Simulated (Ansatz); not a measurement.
Si(NH2)4 (SiN4H8): single points at one geometry.

```yaml
crystal:
  periodic: [false, false, false]
  atoms:
    - {symbol: Si, position_ang: [0.000040, 0.000005, -0.000027]}
    - {symbol: N, position_ang: [0.198630, 0.184014, 1.712782]}
    - {symbol: H, position_ang: [0.794474, -0.471533, 2.208775]}
    - {symbol: H, position_ang: [-0.611271, 0.424946, 2.275418]}
    - {symbol: N, position_ang: [1.626839, -0.269291, -0.536329]}
    - {symbol: H, position_ang: [2.366395, 0.322607, -0.171170]}
    - {symbol: H, position_ang: [1.790339, -0.480563, -1.515746]}
    - {symbol: N, position_ang: [-0.962717, 1.381787, -0.413386]}
    - {symbol: H, position_ang: [-0.711817, 2.285761, -0.025226]}
    - {symbol: H, position_ang: [-1.287389, 1.482834, -1.369942]}
    - {symbol: N, position_ang: [-0.862949, -1.296192, -0.762782]}
    - {symbol: H, position_ang: [-0.467577, -2.230807, -0.734528]}
    - {symbol: H, position_ang: [-1.872998, -1.333568, -0.667828]}
basis:
  gaussian: {orbitals: def2-TZVP, initial_orbitals: start.molden}
correlation: {method: ccsd_t}
scf: {omitted_lower_state_checks: [starts]}
output: {orbitals: {seedname: orbitals}}
```

The file start.molden holds the orbitals of an earlier run on this structure, at another level or in another basis.

```sh
$ ansatz run in.yaml --threads 4 --pin off --events-out ev --progress --plain --max-ram 4787MiB
```

Shortened log:

```
Functional definition: HF
1406 factors; integrals over basis functions are off by at most 1.4e-3 eV
mean field evaluation 1: about -13921.5979 eV, gradient 2.9e1 eV
mean field evaluation 2: about -13922.3188 eV, gradient 7.8e-1 eV
mean field evaluation 4: about -13922.5388 eV, gradient 3.7e-3 eV
mean field evaluation 8: about -13922.5388 eV, gradient 2.3e-6 eV
mean field -13922.53877228 eV, -511.6438628455 hartree, gradient 3.1e-6 eV, S^2 0.000000; 0 other end points of the search recorded, 0 dependent functions left out
9 core orbitals not correlated: weight in the atoms' cores, before any rotation towards them, 1.000 or more for the frozen orbitals, at most 0.000 for the correlated occupied ones
reference -13922.53877228 eV, -511.6438628455 hartree; 16, 16 occupied and 184, 184 virtual orbitals, 1406 factors
second order -26.10643460 eV of doubles, -0.00000000 eV of singles
cycle   1  -26.48542432 eV  change   -3.8e-1 eV  update   9.1e-2
cycle   2  -27.02923605 eV  change   -5.4e-1 eV  update   2.5e-2
cycle   3  -27.12916588 eV  change   -1.0e-1 eV  update   1.1e-2
cycle   4  -27.12140505 eV  change    7.8e-3 eV  update   2.5e-3
cycle   5  -27.12244974 eV  change   -1.0e-3 eV  update   1.1e-3
cycle   6  -27.12249417 eV  change   -4.4e-5 eV  update   2.8e-4
cycle   7  -27.12232703 eV  change    1.7e-4 eV  update   1.1e-4
cycle   8  -27.12230967 eV  change    1.7e-5 eV  update   3.4e-5
perturbative correction -1.00472394 eV, -0.0369229237 hartree
Total energy: -13950.66580589 eV, -512.6775122655 hartree
Checks for a lower state left out: starts
```

Hardware: 4 threads of Intel Xeon on a shared host. Wall time 1.8 min, peak host memory 3.1 GiB.

As the first input, with `hamiltonian: {xc: pbe, dispersion: d4}` and without the key `correlation` (abridged; 6 s):

```
Functional definition: PBE
mean field -13963.35762602 eV, -513.1439280526 hartree, gradient 8.7e-6 eV, S^2 0.000000
Total energy: -13963.63985575 eV, -513.1542998039 hartree
Checks for a lower state left out: starts
```

Geometry: r2SCAN-D4/def2-SVP.

Correlated methods freeze 9 core orbitals.
